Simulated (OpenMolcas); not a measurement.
# Ionisation energies of cadmium

- Program: OpenMolcas
- Basis: ANO-RCC [10s8p8d5f4g2h]
- Scalar Hamiltonian: DKH2, point nucleus
- Spin-orbit coupling: RASSI with atomic mean-field integrals over the reference wave functions, term energies averaged over their components

Active shells in each charge state: the valence s, p shells, with orbitals averaged over the low states. Where CASPT2's correlated closed shells are named, they are those of the first ion.

A. CASSCF
B. SS-CASPT2, IPEA 0.25 Eh, imaginary shift 0.1 Eh (closed shells correlated: 4d)
C. SS-CASPT2, IPEA 0 Eh, imaginary shift 0.1 Eh (closed shells correlated: 4d)
D. SS-CASPT2, IPEA 0.25 Eh, imaginary shift 0.1 Eh (closed shells correlated: 4s 4p 4d)
E. SS-CASPT2, IPEA 0.25 Eh, imaginary shift 0.1 Eh (closed shells correlated: none)

Energies in eV between the lowest computed levels, named as in B; reference values from the NIST Atomic Spectra Database with their kind.

```json
{"From": "Cd 5s² ¹S₀", "To": "Cd+ 5s ²S_1/2", "A": "8.119", "B": "8.866", "C": "8.862", "D": "8.944", "E": "8.175", "Spin-orbit share in B": "+0.000", "Reference": "8.994 (measured)"}
{"From": "Cd+ 5s ²S_1/2", "To": "Cd2+ 4d¹⁰ ¹S₀", "A": "15.553", "B": "16.843", "C": "16.909", "D": "16.981", "E": "15.553", "Spin-orbit share in B": "+0.000", "Reference": "16.908 (measured)"}
```

Error against the reference values, in %:

| From | Reference | A | B | C | D | E |
| --- | --- | --- | --- | --- | --- | --- |
| Cd | measured | -9.7 | -1.4 | -1.5 | -0.6 | -9.1 |
| Cd+ | measured | -8.0 | -0.4 | 0 | +0.4 | -8.0 |

Mean absolute error over the 2 measured values: A 1.11 eV, B 0.10 eV, C 0.07 eV, D 0.06 eV, E 1.09 eV.
